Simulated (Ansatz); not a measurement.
Stepwise reaction of `[NH2][Ta]([F])([F])=[S]` with hydrogen chloride, as a gas-phase model of exchange steps in deposition or etching. ΔE in kJ/mol; ΔG adds harmonic PBE0-D4 terms to CCSD(T)/CBS, at 1 bar.

Program: Ansatz. Geometries: PBE0-D4/def2-TZVP. ΔE: electronic, gas phase. CCSD(T)/CBS is the MP2 limit (def2-TZVPP, def2-QZVPP) plus CCSD(T) − MP2 in def2-TZVPP, frozen cores. This one scheme is used for every species. Functionals use def2-TZVPP. B3LYP here is the variant with VWN-RPA as its local correlation; programs differ in this. Elements past krypton have def2 core potentials. For Ta outer-core shells are correlated without core-valence functions, which leaves a few kJ/mol of doubt a bond. Each species was taken in one conformer, which may not be the lowest.

```csv
step,reaction,PBE-D4,B3LYP-D4,ωB97M-V,CCSD(T)/CBS,ΔG(400 K)
2,`[NH2][Ta]([F])(=[S])[Cl]` + HCl → `[NH2][Ta](=[S])([Cl])[Cl]` + H–F,10.3,11.7,13.4,-0.6,5.7
```

Give the row of step 1, `[NH2][Ta]([F])([F])=[S]` + HCl → `[NH2][Ta]([F])(=[S])[Cl]` + H–F. (An estimate is asked.)

Ansatz gave: 
| step | reaction | PBE-D4 | B3LYP-D4 | ωB97M-V | CCSD(T)/CBS | ΔG(400 K) |
| --- | --- | --- | --- | --- | --- | --- |
| 1 | `[NH2][Ta]([F])([F])=[S]` + HCl → `[NH2][Ta]([F])(=[S])[Cl]` + H–F | 10.7 | 12.2 | 13.7 | 0.6 | 6.9 |

By hand: ΔE of the 2 steps together at CCSD(T)/CBS.

(0.6) + (-0.6) = 0.0 kJ/mol, or 0.0 kJ/mol a step.

In ΔE the steps differ by no more than 1.2 kJ/mol. ΔG lies between 5.7 and 6.9 kJ/mol a step. PBE-D4 differs from CCSD(T)/CBS by 10.1 to 10.9 kJ/mol a step. Only this route is followed, and other bonds may react first. Isolated molecules leave out the surface, adducts and barriers. Largest T1 diagnostic: 0.020.
